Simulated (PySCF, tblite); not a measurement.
Isomers of C6H5F2N, one GFN2-xTB conformer each. Single-point energies are computed at PBE0/pcSseg-1 (PySCF, gas phase, no added dispersion term), electronic only.

Question: Rank them by PBE0/pcSseg-1 energy, lowest first (kJ/mol).
A. `[F:1][CH:2]([F:3])[c:4]1[cH:5][cH:6][cH:7][cH:8][n:9]1` with F1–C2–C4–C5 59°
B. `[CH2:1]=[CH:2][CH2:3]/[C:4]([F:5])=[C:6](/[F:7])[C:8]#[N:9]` with C1–C2–C3–C4 111°, C2–C3–C4–F5 79°

Answer: A (0.0), B (228.2).

As drawn, the lower has an aromatic ring and two fluorines on one carbon, which the higher lacks; the higher has a C≡N group and a C=C bond outside aromatic rings, which the lower lacks. GFN2-xTB itself gives, in the same order: 0.0, 248.1. Both levels put the same isomer lowest.

Question: Which frontier levels, dipoles and rotational constants go with these structures?

Answer: 
| SMILES | HOMO (eV, PBE0/pcSseg-1) | LUMO (eV) | dipole (D) | A, B, C (MHz) |
| --- | --- | --- | --- | --- |
| FC(F)c1ccccn1 | -7.95 | -1.22 | 3.10 | 3749, 1109, 1007 |
| C=CC/C(F)=C(/F)C#N | -7.85 | -1.59 | 3.13 | 1934, 1381, 897.7 |

Question: What happens when harmonic zero-point energies from GFN2-xTB frequencies are added?

Answer: 
```json
{"SMILES": "FC(F)c1ccccn1", "ZPE (kJ/mol)": "255.4", "electronic (kJ/mol)": "0.0", "with ZPE (kJ/mol)": "0.0"}
{"SMILES": "C=CC/C(F)=C(/F)C#N", "ZPE (kJ/mol)": "246.7", "electronic (kJ/mol)": "228.2", "with ZPE (kJ/mol)": "219.6"}
```

The zero-point energies span 8.7 kJ/mol. The order is unchanged.
